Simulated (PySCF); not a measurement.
The same groups moved round the core (butadiene chloro+silyl). All species are isolated molecules in the gas phase. One relaxed conformer stands for each flexible species; it need not be the lowest. Strings in code marks are SMILES.

Quantity: electronic energy of isomers of C4H7ClSi relative to `C=C/C(Cl)=C/[SiH3]` (C–C–C–Cl torsion 0°), in kcal/mol.

Level 1: CAM-B3LYP-D3(BJ)/def2-TZVP (PySCF)
Level 2: PBE-D3(BJ)/def2-TZVP // CAM-B3LYP-D3(BJ)/def2-TZVP (PySCF)
Level 3: BP86/6-31G* // CAM-B3LYP-D3(BJ)/def2-TZVP (PySCF)
Level 4: frozen-core MP2/6-31G* // CAM-B3LYP-D3(BJ)/def2-TZVP (PySCF)

| species | level 1 | level 2 | level 3 | level 4 |
|---|---|---|---|---|
| `C=C/C([SiH3])=C/Cl` (C–C–C–Si torsion 0°) | 2.94 | 2.49 | 2.52 | 3.02 |
| `[SiH3]/C=C/C=C\Cl` (C–C–C–C torsion 180°) | 0.32 | (withheld) | -1.19 | (withheld) |
| `C=C([SiH3])/C=C/Cl` (Si–C–C–C torsion 0°) | 2.44 | 2.38 | (withheld) | 2.39 |

**Question.** What belongs in the gaps?

**Answer.** 
- `[SiH3]/C=C/C=C\Cl` (C–C–C–C torsion 180°), level 2: 0.18
- `[SiH3]/C=C/C=C\Cl` (C–C–C–C torsion 180°), level 4: 0.38
- `C=C([SiH3])/C=C/Cl` (Si–C–C–C torsion 0°), level 3: 1.84
